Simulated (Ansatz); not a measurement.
As(OEt)3 (C₆H₁₅AsO₃). Total charge 0; singlet. Geometry r2SCAN-D4/def2-SVP, basis def2-TZVP, Ansatz.

```tsv
run	HOMO (eV)	LUMO (eV)
A	-8.35	1.06
B	-6.06	-0.50
C	-5.70	-0.62
D	-5.79	-0.72
E	-7.10	0.16
```

The runs used BHLYP, BLYP, PBE, PBE0, r2SCAN. Estimate which is which.

A BHLYP (50 % exact exchange); B r2SCAN (0 % exact exchange); C BLYP (0 % exact exchange); D PBE (0 % exact exchange); E PBE0 (25 % exact exchange). Exact exchange lowers occupied and raises empty levels; among semilocal functionals meta-GGAs tend to open the gap a little, and such runs are hard to tell apart. The gap grows from 5.08 eV (PBE) to 9.41 eV (BHLYP).
